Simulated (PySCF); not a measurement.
# What a mistake does to a calculation on C2GeH7O

All numbers below are calculated, not measured. The program is PySCF 2.14.0, an open-source quantum chemistry code, run on an isolated molecule that a program drew, which may never have been made. The molecule is C2GeH7O (charge 0, doublet), drawn as the SMILES string `[CH2][GeH2][CH2]O`.

Each row is a Hartree-Fock (HF) and frozen-core CCSD(T) single point in the cc-pVDZ basis, meant for a local HF minimum. Run 1 is clean. Each other run has one planted mistake out of seven kinds, and not every kind appears here: one electron removed, one electron added, multiplicity raised by two, geometry at a saddle point, minimal basis STO-3G, one bond length entered in bohr, all coordinates scaled. The reference is restricted for singlets and unrestricted otherwise, and also for a bond in bohr. Adding or removing an electron swaps singlet and doublet. Electrons count all cores. HOMO and LUMO are orbital energies over both spins, the gradient is its largest component, and the lowest frequency (negative if imaginary) is given only where the gradient is small. Bond lengths are over the 10 bonds as drawn. T1 is the CCSD diagnostic: over 0.02 (restricted) or 0.045 (unrestricted) a single reference is doubtful. Germanium has the cc-pVDZ-PP basis, with a core potential (ECP10MDF) in place of its 10 inner electrons, and its 3s, 3p and 3d shells are frozen in CCSD(T).

Geometry of the clean run:
```xyz
11
C2GeH7O, angstrom
C    -1.2541   -0.7493   -1.1338
Ge    0.6578   -1.0091   -1.2804
C     1.0947   -2.9252   -1.0528
O     0.7040   -3.3960    0.2191
H    -1.7745    0.0702   -1.6195
H    -1.8609   -1.3935   -0.5046
H     1.1583   -0.4866   -2.6359
H     1.3882   -0.2311   -0.1668
H     0.5373   -3.5087   -1.7858
H     2.1580   -3.1089   -1.2414
H     1.2526   -2.9999    0.8795
```

| run | electrons | basis functions | <S^2> | HOMO (eV) | LUMO (eV) | gradient (hartree/bohr) | lowest frequency (cm^-1) | mean bond (Å) | longest bond (Å) | T1 | HF (hartree) | CCSD(T) (hartree) | mistake |
|---|---|---|---|---|---|---|---|---|---|---|---|---|---|
| 1 | 59 | 100 | 0.763 | -10.00 | 2.77 | 1.3e-05 | 71 | 1.3706 | 1.978 | 0.0109 | -447.98998 | -448.60265 | no fault |
| 2 | 59 | 100 | 0.759 | -9.78 | 2.83 | 1.1e-01 | - | 1.2431 | 1.794 | 0.0105 | -447.87894 | -448.47315 | all coordinates scaled |
| 3 | 59 | 100 | 3.774 | -3.13 | 0.42 | 1.1e-01 | - | 1.3706 | 1.978 | 0.0438 | -447.75069 | -448.35425 | ? |
| 4 | 59 | 100 | 1.712 | -8.72 | 1.40 | 2.3e-02 | - | 1.5428 | 3.657 | 0.0143 | -447.89077 | -448.47139 | ? |

**Which mistake was planted in run 3, and what did it cost?**

Electrons, basis and geometry are unchanged, and <S^2> is 3.774, beside S(S+1) = 3.75 for a multiplicity of 4. So the mistake is: multiplicity raised by two. Subtracting run 1 and multiplying by 627.51 kcal/mol a hartree, the energy moved by 150.2 kcal/mol in HF and 155.9 kcal/mol in CCSD(T).

**Which mistake was planted in run 4, and what did it cost?**

The mean bond changes by a factor of 1.126 and the longest by 1.849, so the molecule wasn't scaled as a whole. A length L in bohr read as angstrom grows by (1/0.5292 - 1) L = 0.890 L. The 10 bonds together grew by 10 x 0.1722 = 1.722 Å, which gives L = 1.935 Å. That is bond C1-Ge2, 1.935 Å in the clean geometry. So the mistake is: one bond length entered in bohr. Subtracting run 1 and multiplying by 627.51 kcal/mol a hartree, the energy moved by 62.3 kcal/mol in HF and 82.4 kcal/mol in CCSD(T).

